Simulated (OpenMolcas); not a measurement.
Results of a calculation; reference values are marked as such.
**V2+: input and output**

V2+ with 6 ligands (water, fluoride on the axis) in tetragonal octahedral coordination (D2h) at 2.15 Å, the axial distance 2.101 Å. Ligand basis ANO-RCC-VDZP.

Input:

```
&GATEWAY
Coord
15

V 0.0 0.0 0.0
O 2.150000 0.000000 0.000000
H 2.726978 0.779741 0.000000
H 2.726978 -0.779741 0.000000
O 0.000000 2.150000 0.000000
H 0.000000 2.726978 0.779741
H 0.000000 2.726978 -0.779741
O -2.150000 0.000000 0.000000
H -2.726978 0.779741 0.000000
H -2.726978 -0.779741 0.000000
O 0.000000 -2.150000 0.000000
H 0.000000 -2.726978 0.779741
H 0.000000 -2.726978 -0.779741
F 0.000000 0.000000 2.100550
F 0.000000 0.000000 -2.100550
Basis=V.ANO-RCC-VTZP,F.ANO-RCC-VDZP,H.ANO-RCC-VDZP,O.ANO-RCC-VDZP
Group=XYZ
NoMove
AngMom=0.0 0.0 0.0
AMFI
RICD
&SEWARD
&RASSCF
FileOrb=start.orb
Symmetry=1
Spin=4
nActEl=3 0 0
Inactive=18 21
Ras2=5 0
CIRoot=10 10 1
SDav=10
CIMx=300
Iter=150 100
PrWF=0.3
OrbListing=Nothing
MaxOrb=0
LevShft=1.0
>>> COPY $Project.JobIph JOB001
&RASSCF
FileOrb=start.orb
Symmetry=1
Spin=2
nActEl=3 0 0
Inactive=18 21
Ras2=5 0
CIRoot=40 40 1
SDav=40
CIMx=300
Iter=150 100
PrWF=0.3
OrbListing=Nothing
MaxOrb=0
LevShft=1.0
>>> COPY $Project.JobIph JOB002
&RASSI
NrOfJobIphs=2 10 40
1 2 3 4 5 6 7 8 9 10
1 2 3 4 5 6 7 8 9 10 11 12 13 14 15 16 17 18 19 20 21 22 23 24 25 26 27
28 29 30 31 32 33 34 35 36 37 38 39 40
IphNames
JOB001
JOB002
EJob
SpinOrbit
DIPRint=1.0
SOCoupling=1000.0
Subsets=2
Property=9
'ANGMOM' 1 'ANGMOM' 2 'ANGMOM' 3 'MLTPL  1' 1 'MLTPL  1' 2 'MLTPL  1' 3
'AMFI' 1 'AMFI' 2 'AMFI' 3
SOProperty=3
'ANGMOM' 1 'ANGMOM' 2 'ANGMOM' 3
```

Launched by
```bash
OMP_NUM_THREADS=1 MOLCAS_MEM=2457 MOLCAS_PROJECT=a pymolcas a.inp > a.log  # once for each step of the input, in one work folder
```

A driver script runs the steps one by one and writes start.orb anew before each from the orbitals found so far.

Output, cut to the results:

```
--- SEWARD ---
Basis set label: V.ANO-RCC...6S5P3D2F1G.

      Electronic valence basis set:
      ------------------
      Associated Effective Charge  23.000000 au
      Associated Actual Charge     23.000000 au
      Nuclear Model: Point charge

      Shell  nPrim  nBasis  Cartesian Spherical Contaminant
         s      21       6        X
         p      15       5        X
         d      10       3                 X
         f       6       2                 X
         g       4       1                 X
                  Relativistic Douglas-Kroll-Hess integrals:
                    - DKH order of Hamiltonian: 2
                    - DKH order of Properties : 0
                  Atomic mean-field integrals
--- RASSCF ---
Wave function specifications:
      -----------------------------

      Number of closed shell electrons          78
      Number of electrons in active shells       3
      Max number of holes in RAS1 space          0
      Max nr of electrons in RAS3 space          0
      Number of inactive orbitals               39
      Number of active orbitals                  5
      Number of secondary orbitals             139
      Spin quantum number                      1.5
      State symmetry                             1
Orbital specifications:
      -----------------------

      Symmetry species                           1   2
                                                ag  au
      Frozen orbitals                            0   0
      Inactive orbitals                         18  21
      Active orbitals                            5   0
      RAS1 orbitals                              0   0
      RAS2 orbitals                              5   0
      RAS3 orbitals                              0   0
      Secondary orbitals                        69  70
      Deleted orbitals                           0   0
      Number of basis functions                 92  91
      Number of CSFs                            10
      Number of root(s) required                10
      Iter CI   SX   CI       RASSCF       Energy    max ROT     max BLB   max BLB  Level Ln srch  Step   QN
          iter iter root      energy       change     param      element    value   shift minimum  type update
 Nr of preliminary CI iterations:   1
      Total energies have been shifted. Add                -1000.00 au
        1   1   14    0  -451.74390471    0.00E+00  -6.63E-02   12  50 1  1.43E-01*  0.87   0.00    SX    NO
        2   1   13    0  -451.83074256   -8.68E-02*  2.79E-02   16  21 1  6.28E-02*  0.94   0.00    SX    NO
        3   1   13    0  -451.84818348   -1.74E-02*  1.67E-02   12  24 1 -3.97E-02*  0.95   0.00    SX    NO
        4   1   12    0  -451.85340584   -5.22E-03*  9.70E-03   12  24 1 -2.60E-02*  0.95   0.00    SX    NO
        5   1   12    0  -451.85523679   -1.83E-03*  1.36E-02   12  24 1 -1.69E-02*  0.95   2.50    LS   YES
        6   1   11    0  -451.85631530   -1.08E-03*  2.90E-03   16  24 1 -6.29E-03*  0.96   1.12    QN   YES
        7   1   11    0  -451.85641594   -1.01E-04*  2.45E-03   16  24 1 -3.45E-03*  0.96   1.85    LS   YES
        8   1   10    0  -451.85644269   -2.68E-05* -1.23E-03   16  21 1 -2.02E-03*  0.95   1.00    QN   YES
        9   1    9    0  -451.85646064   -1.79E-05* -6.78E-04   16  46 1 -9.26E-04*  0.95   1.55    LS   YES
       10   1    9    0  -451.85646321   -2.58E-06* -3.49E-04   16  24 1 -6.65E-04*  0.95   1.00    QN   YES
       11   1    9    0  -451.85646548   -2.26E-06* -3.64E-04   16  24 1 -3.94E-04*  0.95   2.04    LS   YES
       12   1    8    0  -451.85646624   -7.56E-07* -5.06E-05    5  33 2  1.55E-04*  0.95   0.96    QN   YES
       13   1    8    0  -451.85646640   -1.61E-07* -7.58E-05   16  30 1 -8.55E-05   0.95   2.50    LS   YES
       14   1    8    0  -451.85646641   -1.39E-08* -3.44E-05    5  33 2 -2.04E-04*  0.95   0.55    LS   YES
       15   1    8    0  -451.85646644   -2.99E-08* -4.14E-05    5  33 2 -1.06E-04*  0.95   0.98    QN   YES
       16   1    7    0  -451.85646646   -2.35E-08* -5.48E-05   16  24 1 -3.48E-05   0.95   2.50    QN   YES
       17   1    6    0  -451.85646647   -8.33E-09   5.06E-05   16  24 1 -1.62E-05   0.95   1.49    QN   YES
      Convergence after 17 iterations
       18   1    6    0  -451.85646647   -2.71E-09   5.06E-05    6  34 2  8.29E-06   0.95   1.49    QN   YES
      Natural orbitals and occupation numbers for root  1
      sym 1:   1.000000   1.000000  -0.000000   1.000000   0.000000
...
--- RASSI ---
SPIN-FREE ENERGIES:
  (Shifted by EMIN (a.u.) =      -1451.9304995956)

 SF State       Relative EMIN(au)   Rel lowest level(eV)    D:o, cm**(-1)

     1             0.0000000000        0.0000000000              0.0000
     2             0.0404445381        1.1005519475           8876.5501
     3             0.0447400498        1.2174387757           9819.3059
     4             0.0455217341        1.2387094891           9990.8658
     5             0.0703352482        1.9139196042          15436.8027
    11             0.0707929646        1.9263747034          15537.2598
    12             0.0733197744        1.9951327017          16091.8305
     6             0.0737979866        2.0081455178          16196.7859
    13             0.0741992280        2.0190638518          16284.8482
    14             0.0762627948        2.0752163654          16737.7488
     7             0.0771426422        2.0991582321          16930.8530
    15             0.0784750562        2.1354150649          17223.2840
    16             0.1026612560        2.7935550906          22531.5413
    17             0.1070002002        2.9116237764          23483.8295
    18             0.1073188971        2.9202959598          23553.7754
    19             0.1080425506        2.9399875757          23712.5990
    20             0.1112784061        3.0280396890          24422.7872
    21             0.1155544323        3.1443962884          25361.2664
    22             0.1228766846        3.3436449247          26968.3151
     8             0.1257595531        3.4220917743          27601.0316
    23             0.1264753460        3.4415694897          27758.1299
    24             0.1270590825        3.4574537701          27886.2453
     9             0.1279635134        3.4820645898          28084.7449
    25             0.1282737058        3.4905053528          28152.8243
    26             0.1333412598        3.6284005218          29265.0238
...
```

Spin-orbit levels above the lowest:

```json
{"E (cm-1)": "0.0", "Degeneracy": "2", "2S+1": "4", "g": "0.25 0.26 5.85"}
{"E (cm-1)": "0.3", "Degeneracy": "2", "2S+1": "4", "g": "1.94 3.66 4.17"}
{"E (cm-1)": "8869", "Degeneracy": "2", "2S+1": "4", "g": "1.31 1.62 5.27"}
{"E (cm-1)": "8881", "Degeneracy": "2", "2S+1": "4", "g": "1.52 2.29 5.40"}
{"E (cm-1)": "9787", "Degeneracy": "2", "2S+1": "4", "g": "0.34 0.35 4.60"}
{"E (cm-1)": "9821", "Degeneracy": "2", "2S+1": "4", "g": "1.41 3.43 4.26"}
{"E (cm-1)": "10001", "Degeneracy": "2", "2S+1": "4", "g": "2.29 2.94 4.72"}
{"E (cm-1)": "10020", "Degeneracy": "2", "2S+1": "4", "g": "0.84 0.98 6.87"}
{"E (cm-1)": "15355", "Degeneracy": "2", "2S+1": "4 (69 %)", "g": "1.51 2.18 4.29"}
{"E (cm-1)": "15407", "Degeneracy": "2", "2S+1": "4", "g": "0.92 1.11 4.71"}
{"E (cm-1)": "15608", "Degeneracy": "2", "2S+1": "2 (69 %)", "g": "1.47 1.88 2.60"}
{"E (cm-1)": "16076", "Degeneracy": "2", "2S+1": "2 (85 %)", "g": "0.54 0.60 0.70"}
{"E (cm-1)": "16153", "Degeneracy": "2", "2S+1": "4 (58 %)", "g": "1.17 2.29 3.74"}
{"E (cm-1)": "16213", "Degeneracy": "2", "2S+1": "4", "g": "0.87 1.02 6.93"}
{"E (cm-1)": "16361", "Degeneracy": "2", "2S+1": "2 (72 %)", "g": "2.13 2.48 3.49"}
{"E (cm-1)": "16751", "Degeneracy": "2", "2S+1": "2", "g": "0.84 1.83 1.85"}
{"E (cm-1)": "16942", "Degeneracy": "2", "2S+1": "4", "g": "1.84 2.60 5.32"}
{"E (cm-1)": "16948", "Degeneracy": "2", "2S+1": "4", "g": "1.16 1.37 6.10"}
{"E (cm-1)": "17263", "Degeneracy": "2", "2S+1": "2", "g": "1.83 1.83 2.98"}
{"E (cm-1)": "22542", "Degeneracy": "2", "2S+1": "2", "g": "1.86 1.89 2.07"}
```

Without dynamic correlation the repulsion within the d shell is too large (B by tens of per cent), so at a given field states of lower spin stand too high. Ligand-to-metal charge-transfer states are missing. With no ligand orbital active B as a rule stays too high, so bands that hang on it stand too high and its fall with covalency is understated. With metal d orbitals alone and no dynamic correlation the field as a rule comes out too small, by tens of per cent, by up to half for chloride and softer ligands. No measured value stands beside these numbers; the geometry is a model, was not optimised and need not be the one that this ion takes.

The RASSCF and RASSI steps took 40 s on 1 thread of Arm Neoverse V2, on a shared host; the integral step is not counted.
